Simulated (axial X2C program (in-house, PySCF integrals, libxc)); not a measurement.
# Potential curves of NaGe, scalar-relativistic

Computed with an axial X2C code built on PySCF integrals. Spin-free means the one-electron spin-free X2C Hamiltonian. Basis: Ge dyall-cv3z [9s9p7d4f1g], Na dyall-cv3z [9s8p5d2f] (cores contracted in-house); Gaussian nuclei, density fitting, unrestricted open shells. Masses: Ge 73.921 u, Na 22.990 u.

State: M_S = 3/2, Λ = 0 (beyond evenly filled blocks: σα, π+α, π-α). Energies in cm⁻¹ from the fragments at the same level (Ge + Na). Fits are polynomials in 1 − R0/R over 0.85 to 1.23 times the lowest point R0.

```json
{"R (Å)": "2.3855", "CCSD(T)": "", "MP2": "-8123"}
{"R (Å)": "2.4952", "CCSD(T)": "-9722", "MP2": "-9548"}
{"R (Å)": "2.5775", "CCSD(T)": "-10371", "MP2": "-10196"}
{"R (Å)": "2.6597", "CCSD(T)": "-10742", "MP2": "-10565"}
{"R (Å)": "2.7420", "CCSD(T)": "-10893", "MP2": "-10712"}
{"R (Å)": "2.8380", "CCSD(T)": "-10853", "MP2": "-10667"}
{"R (Å)": "2.9339", "CCSD(T)": "-10636", "MP2": "-10442"}
{"R (Å)": "3.0573", "CCSD(T)": "-10171", "MP2": "-9963"}
{"R (Å)": "3.2081", "CCSD(T)": "", "MP2": "-9179"}
{"R (Å)": "3.4275", "CCSD(T)": "", "MP2": "-7813"}
```

Correlated methods: 5 electrons correlated (number of frozen shells: Ge 3 s, 2 p, 1 d; Na 2 s, 1 p), 257 virtual spin orbitals or spinors in MP2.

One determinant describes the state; a PBE0 search over occupations chose it and may have missed a lower one. Dissociation energies refer to the lowest single-determinant-based atoms at the same level and basis. CCSD and (T) use frozen natural virtuals with an MP2 correction for the truncation; (T) itself is uncorrected, so its De runs slightly low. Other states lie close and PBE0, whose exact exchange favours high spin, may order them wrongly; the determinant shown need not be the ground state. The nearest other spin-free determinant of the search, M_S = 1/2, Λ = 0, lies 0.49 eV up at the distance of the search. With the outer-core shells frozen, correlated bond lengths of heavy atoms tend to come out a few hundredths of an ångström too long. Spin-free De lacks the spin–orbit lowering of the heavy p-block atom, a tenth of an eV or more for 4p and 5p, up to an eV for 6p and one to two eV for 7p atoms, less what an open-shell molecule gains itself. Coupled cluster ran on the points near the minimum only. MP2 and coupled cluster on one determinant become unreliable at the stretched end.

Task: What are Re, ωe and De at the CCSD(T) level?

Result: At CCSD(T), spin-free: Re = 2.771 Å, ωe ≈ 212 cm⁻¹, De = 1.35 eV to Ge + Na; Be follows as 0.125 cm⁻¹.

Task: What are Re, ωe and De at the MP2 level?

Result: At MP2, spin-free: Re = 2.768 Å, ωe ≈ 214 cm⁻¹, De = 1.33 eV to Ge + Na; Be follows as 0.125 cm⁻¹.
